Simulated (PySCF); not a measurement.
## Dipole moment and polarisability of `C=C[SiH2]O[SiH2][SiH2]F`

Species: C₂H₉FOSi₃.
Structure used (GFN2-xTB), in Å, numbered top down from 1:
```
atom  x, y, z in Å
C1    -1.8968    1.1836    0.7142
C2    -2.3531    0.2628   -0.1200
Si3   -1.3834   -1.2354   -0.7206
O4     0.1283   -1.1756   -0.1458
Si5    1.4032   -0.9786    0.8396
Si6    2.4391    0.9608    0.1829
F7     3.8289    1.0209    1.0132
H8    -2.4867    2.0285    1.0379
H9    -0.8961    1.1272    1.1156
H10   -3.3654    0.3645   -0.4933
H11   -1.2156   -1.2115   -2.1740
H12   -1.9889   -2.4754   -0.2306
H13    2.1786   -2.2153    0.6728
H14    0.8909   -0.9646    2.2198
H15    1.8140    2.2358    0.5471
H16    2.8955    1.0813   -1.2027
```

Level: CAM-B3LYP/def2-SVPD (PySCF), static field, nuclei fixed, core orbitals frozen in the response. The polarisability tensor in these axes (au):

```
x   105.30   3.69   2.27
y     3.69 109.09   5.49
z     2.27   5.49  94.06
```

**Question.** Give the principal values, the mean and the anisotropy Δα = √{½[(α1 − α2)² + (α2 − α3)² + (α1 − α3)²]}.

**Answer.** Principal values 92.18, 103.11 and 113.16 au; mean 102.82 au = 15.24 Å³ = 16.95 × 10⁻⁴⁰ C²·m²/J; Δα = 18.17 au (18 % of the mean).

**Question.** What is the dipole moment, and where does it point?

**Answer.** (-2.15, 0.04, -0.43) D, 2.20 D in size, pointing from the negative to the positive side. Measured along this direction, the outermost atoms are F7 at the negative end and H10 at the positive end.

**Question.** How large is μ²/3kT at 250 K beside α?

**Answer.** In Gaussian units μ²/3kT = 46.56 Å³ against 15.24 Å³, a ratio of 3.06; the Debye molar polarisation (4π/3)N_A(α + μ²/3kT) is 155.9 cm³/mol, leaving out the vibrational part.

**Question.** Find the Langevin capture rate constant for NO+ (29.998 u) meeting this molecule (151.995 u), k = 2.342 × 10⁻⁹ cm³/s × √(α in Å³ / reduced mass in u).

**Answer.** The reduced mass is 25.05 u, so k = 1.83 × 10⁻⁹ cm³/s. The formula leaves out the permanent dipole, which adds to the capture rate.

**Question.** Give the principal axes and the span of the nuclei along them.

**Answer.** Largest value along (0.48, 0.83, 0.29), where the nuclei span 6.03 Å; middle along (0.88, -0.48, -0.07), 6.14 Å; least along (-0.08, -0.29, 0.95), 4.02 Å. 

**Question.** What are the principal values of the traceless quadrupole moment, Θ = ½Σq(3rr − r²1), about the centre of nuclear charge?

**Answer.** -7.63, 1.68, 5.95 D·Å. The values depend on the origin, since the dipole doesn't vanish. The electronic extent ⟨r²⟩ about the same centre is 1885 bohr², a root-mean-square distance of 2.57 Å for the 80 electrons.

**Question.** What depolarisation ratio follows for Rayleigh scattering of linearly polarised light, taking the static tensor?

**Answer.** ρ = 3Δα²/(45ᾱ² + 4Δα²) = 990.6/(475701 + 1320.9) = 0.00208.

Isolated species at its GFN2-xTB geometry (one conformer only).
